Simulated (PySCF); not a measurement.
Mo(NMe)(S)(F)2 (CH3F2MoNS), SMILES C[N]=[Mo]([F])([F])=[S], multiplicity 1. Atoms are numbered in the order given.

```xyz
9

Mo    -0.2451    -0.2522     0.0000
N     -0.3574     1.4566     0.0000
C      0.1330     2.7921     0.0000
H     -0.2221     3.3304    -0.8951
H      1.2397     2.7851     0.0000
H     -0.2221     3.3304     0.8951
S      1.8408    -0.6418     0.0000
F     -1.0139    -0.8629     1.5798
F     -1.0139    -0.8629    -1.5798
```
Charge 0, spin multiplicity 1.

The structure is a stationary point at B3LYP-D3(BJ)/def2-SVP. The multiplicity is an assumed one; no other spin state was optimised. The structure was generated by enumeration; whether it is a known compound was not checked. The def2 effective core potentials stand for the cores of Mo; spin–orbit coupling is left out.

Level of theory: TDA-PBE/def2-SVPD (PySCF 2.14.0).

Vertical excitations. Gas-phase values at a fixed geometry. State labels are in the subgroup Cs.

| state | symmetry | energy (eV) | λ (nm) | f | main pairs |
|---|---|---|---|---|---|
| S1 | A" | 3.21 | 387 | 0.000 | HOMO→LUMO+1 97 % |
| S2 | A' | 3.29 | 376 | 0.009 | HOMO→LUMO 85 % |
| S3 | A" | 3.78 | 328 | 0.003 | HOMO−1→LUMO 96 % |
| S4 | A' | 4.11 | 302 | 0.001 | HOMO−1→LUMO+1 49 %, HOMO→LUMO+2 41 % |
| S5 | A" | 4.16 | 298 | 0.000 | HOMO−2→LUMO 95 % |
| S6 | A' | 4.49 | 276 | 0.006 | HOMO−2→LUMO+1 78 % |
| S7 | A" | 4.50 | 275 | 0.000 | HOMO→LUMO+3 98 % |
| S8 | A' | 4.62 | 268 | 0.016 | HOMO−3→LUMO 52 %, HOMO→LUMO+2 24 % |
| S9 | A" | 4.73 | 262 | 0.000 | HOMO−3→LUMO+1 86 % |
| S10 | A" | 4.95 | 250 | 0.005 | HOMO−1→LUMO+2 86 % |
| T1 | A' | 2.67 | 464 | 0 | HOMO→LUMO 96 % |
| T2 | A" | 2.92 | 425 | 0 | HOMO→LUMO+1 97 % |
| T3 | A' | 3.28 | 377 | 0 | HOMO−1→LUMO+1 89 % |
| T4 | A" | 3.47 | 357 | 0 | HOMO−1→LUMO 95 % |
Triplets are in the Tamm–Dancoff approximation.
